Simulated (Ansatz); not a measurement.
Species: SiCl$_{2}$, charge -1, multiplicity 2. SMILES of the parent species: Cl[Si]Cl
Structure (B3LYP-D3(BJ)/def2-TZVP (Ansatz, a first-principles code) minimum search):
```
Si
Cl 1 2.2479
Cl 1 2.2479 2 99.20
```
Charge -1, spin multiplicity 2.

**Question.** Give the harmonic wavenumbers at B3LYP-D3(BJ)/def2-TZVP (Ansatz, finite differences of forces, unscaled).

**Answer.** 147, 341, 383 cm⁻¹. Zero-point energy 1.2 kcal/mol.

**Question.** From these and the geometry, give the ideal-gas thermochemistry at 298.15 K and 1 atm (rigid rotor, harmonic oscillator).

**Answer.** Point group C2v, rotational symmetry number 2. Rotational constants 11.83, 2.433, 2.018 GHz. S(trans) 39.69, S(rot) 24.74, S(vib) 4.94, S(elec, spin only) 1.38, S 70.7 cal/(mol K). H(298) - H(0) 3.21 kcal/mol; G - E(el) -16.6 kcal/mol.
